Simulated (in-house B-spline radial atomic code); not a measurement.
Sr. Computed with a B-spline radial atomic code. Model: non-relativistic spherical atom: semilocal Troullier-Martins pseudo-atom, one channel per l, against all electrons, high spin, G0W0 and RPA with empty states to l = 8, local potential for every l without a channel, a model core (radius 0 = none) keeps its share of the functional.

Without relativity these are model numbers for so heavy an element.

What the tables leave out is listed at the end.

The pseudopotential gives back the lowest level of each angular momentum of its own functional in the configuration it was made in; a second state of the same l is only approximately right. Exact exchange, RPA and GW see the smooth pseudo-orbitals and miss the exchange with the core, for which the functional's share stands in. The column with an uncorrelated core keeps all orbitals and exact exchange, and so separates missing core correlation from pseudisation. Only the three outermost levels and the lowest empty one were computed. RPA here is direct RPA, with no exchange kernel, and its energies carry an (l + 1/2)⁻⁴ tail. A hybrid on a potential with a model core restores only its own semilocal share of the core's exchange.

Command:
```bash
python run_psgw.py task.json out
```
Settings (lengths in bohr, energies in hartree):
```
Z                      38
electrons              38
configuration          [Kr] 5s2
generated_in           [Kr] 5s2
functional             pbe,pbe
core_shells            5
radius_factor          1
core_correction        False
ion_configuration      [Kr] 5s1
```

Run time, properties included: 81 s on 1 thread of Arm Neoverse N1, with other jobs on the host.

Given: made with PBE; model core radius 0 bohr; local radius 1.158 bohr; mean-field start PBE.

Valence shells of the generating configuration: 3d, 4s, 4p, 5s.

Channel: s 1.228, p 1.33, d 1.128 (radii in bohr).

Computed: largest level miss in the spin-unpolarised generating configuration 0.025 eV; valence RPA correlation energy all-electron orbitals -1.2378 hartree; valence RPA correlation energy pseudo -1.3709 hartree; pseudo-atom RPA polarisability 139.01 bohr³; ionisation by mean-field pseudo minus all 0.035 eV; ionisation by RPA all-electron 6.0537 eV; ionisation by RPA pseudo minus all 0.038 eV.

```tsv
level	occupied	mean-field all-electron (eV)	mean-field pseudo minus all (eV)	G0W0 all-electron (eV)	G0W0 uncorrelated core minus all (eV)	G0W0 pseudo minus all (eV)	exchange self-energy all-electron (eV)	exchange self-energy pseudo (eV)
5s	1	-3.4788	-0.025	-5.6626	-0.002	-0.062	-6.7766	-6.5995
```

(1) What is the ionisation by mean-field all-electron?

(2) What is the all-electron RPA polarisability, core included?

Given: mean-field start PBE0.

Computed: valence RPA correlation energy all-electron orbitals -1.1788 hartree; valence RPA correlation energy pseudo -1.3213 hartree; pseudo-atom RPA polarisability 120.4 bohr³; ionisation by mean-field all-electron 5.5366 eV; ionisation by mean-field pseudo minus all 0.033 eV; ionisation by RPA pseudo minus all 0.036 eV.

```
     level  occupied  mean-field all-electron (eV)  mean-field pseudo minus all (eV)  G0W0 all-electron (eV)  G0W0 uncorrelated core minus all (eV)  G0W0 pseudo minus all (eV)  exchange self-energy all-electron (eV)  exchange self-energy pseudo (eV)
        5s         1                       -3.9936                            -0.026                 -5.7599                                 -0.002                      -0.056                                 -6.6724                           -6.5104
5p (empty)         0                       -0.9469                            -0.012                -0.20841                                 -0.001                      -0.006                                 -1.3862                           -1.3227
```

(3) What is the ionisation by RPA all-electron?

(4) What is the all-electron RPA polarisability, core included?

Given: mean-field start Hartree-Fock.

Computed: valence RPA correlation energy all-electron orbitals -1.0442 hartree; valence RPA correlation energy pseudo -1.2055 hartree; all-electron RPA polarisability, core included 101.19 bohr³; ionisation by mean-field all-electron 4.6728 eV; ionisation by RPA all-electron 5.5096 eV; ionisation by RPA pseudo minus all 0.035 eV.

```json
{"level": "5s", "occupied": "1", "mean-field all-electron (eV)": "-4.8561", "mean-field pseudo minus all (eV)": "-0.03", "G0W0 all-electron (eV)": "-5.7206", "G0W0 uncorrelated core minus all (eV)": "-0.001", "G0W0 pseudo minus all (eV)": "-0.022", "exchange self-energy all-electron (eV)": "-6.2552", "exchange self-energy pseudo (eV)": "-6.1293"}
{"level": "4p", "occupied": "1", "mean-field all-electron (eV)": "-29.883", "mean-field pseudo minus all (eV)": "-0.692", "G0W0 all-electron (eV)": "-29.714", "G0W0 uncorrelated core minus all (eV)": "-0.033", "G0W0 pseudo minus all (eV)": "-0.279", "exchange self-energy all-electron (eV)": "-27.001", "exchange self-energy pseudo (eV)": "-26.006"}
```

(5) What is the ionisation by mean-field pseudo minus all?

(6) What is the pseudo-atom RPA polarisability?

## Answers

(1) 5.6181 eV.

(2) 140.82 bohr³.

(3) 5.8598 eV.

(4) 121.82 bohr³.

(5) 0.03 eV.

(6) 100.08 bohr³.

Among the listed levels the largest G0W0 shift of the pseudo-atom is -0.28 eV, for 4p on the Hartree-Fock start, while leaving the core uncorrelated moves that level by -0.03 eV. So pseudisation and the lost core exchange, not the missing core correlation, make the error. Not in the tables (levels of low weight, unsolved or above zero; the highest and the empty levels are kept at any weight): on PBE the G0W0 levels 4p (pseudo minus all -0.07 eV, weights 0.07 and 0.08), 4s (pseudo minus all -0.85 eV, weights 0.06 and 0.04); on PBE0 the G0W0 levels 4p (pseudo minus all -0.38 eV, weights 0.50 and 0.56), 4s (pseudo minus all -0.72 eV, weights 0.48 and 0.51); on Hartree-Fock the G0W0 levels 4s (pseudo minus all -0.47 eV, weights 0.09 and 0.42).
